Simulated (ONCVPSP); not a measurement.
Transferability test, ONCV potential for lutetium (Lu)

* Element: lutetium (Lu)
* Generator: ONCVPSP 4.0.1
* Type: optimised norm-conserving Vanderbilt (ONCV)
* Functional: PBE
* Relativity: scalar-relativistic
* Frozen core: [Kr] 4d10
* Valence charge: 25
* Reference configuration: 4f14 5s2 5p6 5d2 6s1
* Partial waves: 5s+6s: rc 2.25 bohr, ncon 4, nbas 7, qcut 6.8 1/bohr, 2 projectors; 5p: rc 1.35 bohr, ncon 4, nbas 9, qcut 4.9 1/bohr, 1 projector; 5d: rc 3.10 bohr, ncon 4, nbas 9, qcut 4.4 1/bohr, 2 projectors, debl 2.7 Ha; 4f: rc 1.10 bohr, ncon 4, nbas 8, qcut 17.6 1/bohr, 1 projector
* Local potential: polynomial inside 1.00 bohr (lpopt 5, dvloc0 1 Ha)
* Core correction: Teter function, fcfact 4, rcfact 1.7

Energies are relative to the spin-unpolarised reference configuration 4f14 5s2 5p6 5d2 6s1; without spin polarisation the order of configurations can differ from experiment. Not all tests gave a result: 1 of 4 tests not solved or not reliable.

| valence configuration | charge | ΔE all-electron (eV) | error AE − PS (meV) |
| --- | --- | --- | --- |
| 4f14 5s2 5p6 5d1 6s2 | 0 | -3.005 | +11 |
| 4f14 5s2 5p6 5d1 6s1 | +1 | 4.361 | +6.8 |
| 4f14 5s2 5p6 5d1 6s1 6p1 | 0 | 0.415 | +62 |

Levels in the configuration 4f14 5s2 5p6 5d1 6s2:

```
level  all-electron (eV)  pseudo (eV)
   4f             -9.624       -9.509
   5s            -61.059      -60.973
   5p            -31.662      -31.629
   5d             -1.750       -1.738
   6s             -4.659       -4.663
```

Note: ghosts flagged at negative energy: s at -35.8 eV; GHOST(+) flagged for p at 45.1 eV, d at 187.6 eV. A true bound ghost makes a file unfit for plane-wave use.
